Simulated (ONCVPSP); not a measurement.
Logarithmic derivatives: As (Z = 33), ONCV

ONCVPSP 4.0.1 input, shortened (lines: element, Z, core and valence counts, functional; n l f; lmax; l rc ep ncon nbas qcut; lloc lpopt rc5 dvloc0; l nproj debl; icmod fcfact rcfact), PBEsol, non-relativistic:

```
  As 33.00    6    2  -116133      upf
    1    0    2.00
    2    0    2.00
    2    1    6.00
    3    0    2.00
    3    1    6.00
    3    2   10.00
    4    0    2.00
    4    1    3.00
    2
    0    1.35    0.00    5    8    5.00
    1    1.35    0.00    4    7    7.00
    2    1.85    0.06    4    7    5.10
    1    5    1.35    0.00
    0    2    3.10
    1    0    3.40
    2    1    2.70
    3    1.50    1.50
```

The phase is arctan(r·R′/R) of the radial function R(r), unwrapped; energies in Ha, scanned from -2 to 5 Ha. A pole is an energy at which the radial function vanishes at the test radius. The pseudo phase is shifted by a multiple of π to meet the all-electron one at the reference energy, and phase errors are pseudo minus all-electron; the curves can meet again beyond the range given. Levels narrower than the energy grid can be missing from the lists of poles.

A narrow feature of the pseudo curve, probably an extra level, lies near -0.02 Ha in the s channel; the grid steps over it, so the window and error are not given (n/a).

| channel | radius (bohr) | reference energy (Ha) | poles, all-electron | poles, pseudo | unbroken range about the reference energy with phases within 0.05 rad | phase error 1 Ha above the reference energy (rad) |
| --- | --- | --- | --- | --- | --- | --- |
| s | 1.37 | -0.52 | none | none | n/a | n/a |
| p | 1.37 | -0.19 | none | 3.37 | below 0.6 | -0.072 |
| d | 1.87 | 0.06 | -1.48, 3.34 | 4.58 | -1.0 to 2.9 | -0.006 |

Note: ghosts flagged at negative energy: d at -908.4 eV; GHOST(+) flagged for s at 0.86 eV. A true bound ghost makes a file unfit for plane-wave use.

Phases in the d channel:

```json
{"E (Ha)": "-1.98", "all-electron": "1.136", "pseudo": "-1.867"}
{"E (Ha)": "-1.80", "all-electron": "1.017", "pseudo": "-1.883"}
{"E (Ha)": "-1.62", "all-electron": "0.073", "pseudo": "-1.901"}
{"E (Ha)": "-1.44", "all-electron": "-1.671", "pseudo": "-1.921"}
{"E (Ha)": "-1.26", "all-electron": "-1.839", "pseudo": "-1.946"}
{"E (Ha)": "-1.08", "all-electron": "-1.914", "pseudo": "-1.975"}
{"E (Ha)": "-0.90", "all-electron": "-1.973", "pseudo": "-2.010"}
{"E (Ha)": "-0.72", "all-electron": "-2.031", "pseudo": "-2.054"}
{"E (Ha)": "-0.54", "all-electron": "-2.096", "pseudo": "-2.110"}
{"E (Ha)": "-0.36", "all-electron": "-2.175", "pseudo": "-2.183"}
{"E (Ha)": "-0.18", "all-electron": "-2.277", "pseudo": "-2.280"}
{"E (Ha)": "0.00", "all-electron": "-2.414", "pseudo": "-2.414"}
{"E (Ha)": "0.18", "all-electron": "-2.602", "pseudo": "-2.602"}
{"E (Ha)": "0.36", "all-electron": "-2.857", "pseudo": "-2.862"}
{"E (Ha)": "0.54", "all-electron": "-3.176", "pseudo": "-3.188"}
{"E (Ha)": "0.72", "all-electron": "-3.511", "pseudo": "-3.526"}
{"E (Ha)": "0.90", "all-electron": "-3.799", "pseudo": "-3.811"}
{"E (Ha)": "1.08", "all-electron": "-4.017", "pseudo": "-4.022"}
{"E (Ha)": "1.26", "all-electron": "-4.174", "pseudo": "-4.173"}
{"E (Ha)": "1.44", "all-electron": "-4.289", "pseudo": "-4.281"}
{"E (Ha)": "1.62", "all-electron": "-4.375", "pseudo": "-4.361"}
{"E (Ha)": "1.80", "all-electron": "-4.441", "pseudo": "-4.422"}
{"E (Ha)": "1.98", "all-electron": "-4.494", "pseudo": "-4.470"}
{"E (Ha)": "2.16", "all-electron": "-4.537", "pseudo": "-4.508"}
{"E (Ha)": "2.34", "all-electron": "-4.573", "pseudo": "-4.540"}
{"E (Ha)": "2.52", "all-electron": "-4.605", "pseudo": "-4.566"}
{"E (Ha)": "2.70", "all-electron": "-4.632", "pseudo": "-4.588"}
{"E (Ha)": "2.88", "all-electron": "-4.657", "pseudo": "-4.607"}
{"E (Ha)": "3.06", "all-electron": "-4.680", "pseudo": "-4.624"}
{"E (Ha)": "3.24", "all-electron": "-4.701", "pseudo": "-4.639"}
{"E (Ha)": "3.42", "all-electron": "-4.722", "pseudo": "-4.652"}
{"E (Ha)": "3.60", "all-electron": "-4.742", "pseudo": "-4.664"}
{"E (Ha)": "3.78", "all-electron": "-4.762", "pseudo": "-4.675"}
{"E (Ha)": "3.96", "all-electron": "-4.782", "pseudo": "-4.684"}
{"E (Ha)": "4.14", "all-electron": "-4.803", "pseudo": "-4.693"}
{"E (Ha)": "4.32", "all-electron": "-4.826", "pseudo": "-4.702"}
{"E (Ha)": "4.50", "all-electron": "-4.851", "pseudo": "-4.709"}
{"E (Ha)": "4.68", "all-electron": "-4.880", "pseudo": "-4.716"}
{"E (Ha)": "4.86", "all-electron": "-4.914", "pseudo": "-4.723"}
```
